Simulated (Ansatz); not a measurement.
`N[SiH2][SiH2]N` + `[CH3][GeH]([Cl])[SeH]` → `N[SiH2][SiH2][SeH]` + `[CH3][GeH]([NH2])[Cl]`  (redistribution)

Computed with Ansatz on PBE0-D4/def2-TZVP structures; ΔE is electronic, products minus reactants. CCSD(T)/CBS adds triple-zeta CCSD(T) − MP2 to the extrapolated MP2 energy (def2 sets, frozen cores). DFT in def2-TZVPP. B3LYP here is the variant with VWN-RPA as its local correlation; programs differ in this. For Ge, Se outer-core shells are correlated without core-valence functions, which leaves a few kJ/mol of doubt a bond. Scalar relativity is left out up to krypton. One conformer a species, not always the lowest.

```csv
level,ΔE (kcal/mol),difference from CCSD(T)/CBS
PBE-D4,3.4,0.1
r2SCAN-D4,3.7,0.4
PBE0-D4,3.5,0.2
B3LYP-D4,4.7,1.4
ωB97X-V,3.8,0.5
ωB97M-V,4.2,0.9
B2PLYP,4.3,1.0
PBE,3.5,0.2
r2SCAN,3.7,0.4
PBE0,3.6,0.3
B3LYP,4.8,1.5
HF/def2-TZVPP,4.5,1.2
MP2/def2-TZVPP,3.7,0.4
SCS-MP2/def2-TZVPP,3.9,0.6
CCSD/def2-TZVPP,3.7,0.4
CCSD(T)/def2-TZVPP,3.5,0.2
HF/def2-QZVPP,4.6,1.3
MP2/def2-QZVPP,3.6,0.3
SCS-MP2/def2-QZVPP,3.7,0.4
HF/CBS(def2),4.6,1.3
MP2/CBS(def2),3.5,0.2
CCSD/CBS(def2),3.5,0.2
CCSD(T)/CBS,3.3,0
```

Largest T1 diagnostic among the species: 0.011.

In def2-TZVPP, CCSD(T) changes the Hartree–Fock value by −1.0 kcal/mol (the triples alone add −0.2 kcal/mol) and MP2 by −0.9 kcal/mol.
